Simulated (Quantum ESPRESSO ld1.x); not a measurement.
The numbers below are computed, except where a source is named.
Q: These are the eigenvalues of the occupied orbitals of an atom or ion with whole-number occupations (hartree). Level of theory: scalar-relativistic Kohn-Sham, LDA (Slater exchange, Perdew-Zunger correlation), spin-polarised, spherical densities, point nucleus (ld1.x of Quantum ESPRESSO 7.5).

1s up: -766.460
1s down: -766.460
2s up: -109.888
2s down: -109.865
2p up: -98.4807
2p down: -98.4626
3s up: -19.6083
3s down: -19.5918
3p up: -15.8651
3p down: -15.8472
3d up: -9.78890
3d down: -9.76477
4s up: -3.33434
4s down: -3.22444
4p up: -2.30880
4p down: -2.19217
4d up: -0.87688

Which element is it, and in what charge state? The configuration may be excited. Open shells, if any, are filled with parallel spins first.

A: Z = 43, technetium, charge +2: Tc2+ in [Kr] 4d5. The list shows which subshells hold electrons but not how many an open one holds; the 1s level, -766.46 hartree, gives Z - s = 39.2 by -(Z - s)^2/2, which with screening and relativity narrows Z to a few neighbours, and the depths of the outer levels then fix element, charge and occupations together.
